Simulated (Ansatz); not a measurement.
Geometry optimisation, RKS PBE0-D4/STO-3G in Ansatz 0.2.0.

Input:

```yaml
crystal:
  periodic: [false, false, false]
  atoms:
    - { symbol: C, position_ang: [-2.0289, 0.387, 0.493] }
    - { symbol: C, position_ang: [-0.6947, 0.6218, -0.1222] }
    - { symbol: Al, position_ang: [0.6468, 1.2852, 1.1115] }
    - { symbol: Si, position_ang: [0.4992, -0.8517, 0.0741] }
    - { symbol: C, position_ang: [1.778, -1.0592, -1.214] }
    - { symbol: H, position_ang: [-2.5797, 1.4336, 0.5694] }
    - { symbol: H, position_ang: [-2.0026, -0.0353, 1.4917] }
    - { symbol: H, position_ang: [-2.6446, -0.1985, -0.1934] }
    - { symbol: H, position_ang: [-0.6809, 1.0866, -1.0962] }
    - { symbol: H, position_ang: [1.3873, 2.3793, 2.0731] }
    - { symbol: H, position_ang: [0.2313, -1.8537, 1.1684] }
    - { symbol: H, position_ang: [1.6827, -2.0207, -1.6929] }
    - { symbol: H, position_ang: [2.7157, -0.9827, -0.7106] }
    - { symbol: H, position_ang: [1.6774, -0.2209, -1.9232] }
basis:
  gaussian: { orbitals: STO-3G }
hamiltonian:
  xc: pbe0
  dispersion: d4
relax:
  f_tol: 0.015
  max_steps: 40
output:
  orbitals: {}
```

Launched with:

```bash
$ ansatz run input.yaml --threads 1 --pin off --max-ram 2048MiB --backend cpu --events-out ev --progress --plain --runs-dir out
```

Problem. Where does it end, and by what steps?

Solution. The run converged. The force dipped under the threshold on the way, but the program's further checks kept it going. Limits of this set-up: minimal basis. After 16 steps the energy has fallen by 1.792 eV; H13 moved furthest, 0.73 Å.

| step | energy less start (eV) | largest force component (eV/Å) | accepted |
| --- | --- | --- | --- |
| 0 | 0.0000 | 4.369 | yes |
| 1 | -1.4036 | 1.158 | yes |
| 2 | -1.6909 | 1.205 | yes |
| 3 | -1.7562 | 0.442 | yes |
| 4 | -1.6793 | 1.213 | no |
| 5 | -1.7729 | 0.149 | yes |
| 6 | -1.7798 | 0.092 | yes |
| 7 | -1.7756 | 0.239 | no |
| 8 | -1.7867 | 0.046 | yes |
| 9 | -1.7899 | 0.060 | yes |
| 10 | -1.7904 | 0.105 | yes |
| 11 | -1.7865 | 0.361 | no |
| 12 | -1.7914 | 0.023 | yes |
| 13 | -1.7918 | 0.015 | yes |
| 14 | -1.7920 | 0.015 | yes |
| 15 | -1.7921 | 0.009 | yes |
| 16 | -1.7921 | 0.008 | yes |

```xyz
14
Properties=species:S:1:pos:R:3
C -2.038 0.347 0.438
C -0.590 0.711 0.075
Al 0.717 1.447 1.247
Si 0.848 -0.548 0.344
C 1.716 -1.106 -1.226
H -2.694 1.232 0.455
H -2.105 -0.122 1.430
H -2.479 -0.363 -0.279
H -0.561 1.142 -0.935
H 1.077 2.631 2.096
H 0.395 -1.720 1.069
H 1.081 -1.776 -1.816
H 2.643 -1.646 -1.003
H 1.978 -0.257 -1.866
```

Whether the end is a true minimum wasn't checked by a vibrational analysis.

Time of the run: 32 s on 1 thread of AMD EPYC 9R14 (Zen 4), with other jobs on the host, peak memory 0.15 GiB.
